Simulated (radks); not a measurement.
The numbers below are computed, except where a source is named.
Q: All-electron atom: Ho IV in [Xe] 4f(5/2: 6, 7/2: 3) 6p(1/2: 1, 3/2: 0) (not the ground configuration). Level of theory: Dirac Kohn-Sham, BLYP, spin-unpolarised, spherical densities, finite nucleus; Fermi nuclear charge, rms radius 5.2022 fm (a radial shooting solver on a logarithmic mesh with Libxc functionals).

Spin-orbit splittings of the eigenvalues, e(l+1/2) - e(l-1/2), with zeta = 2 splitting/(2l+1) and mean radii in bohr:

shell  occ.  splitting (eV)  zeta (eV)  <r> j=l-1/2  <r> j=l+1/2
2p        6           857.1      571.4      0.07290      0.08007
3p        6           178.9      119.3       0.2192       0.2327
3d       10           39.09      15.64       0.2054       0.2096
4p        6           40.47      26.98       0.5270       0.5576
4d       10           7.397      2.959       0.5859       0.5966
4f        9           1.114     0.3184       0.7424       0.7521
5p        6           5.984      3.989        1.354        1.440
6p        1               ?          ?        3.292        3.447

Estimate the 6p splitting.

A: 1.048 eV (zeta = 0.6990 eV).
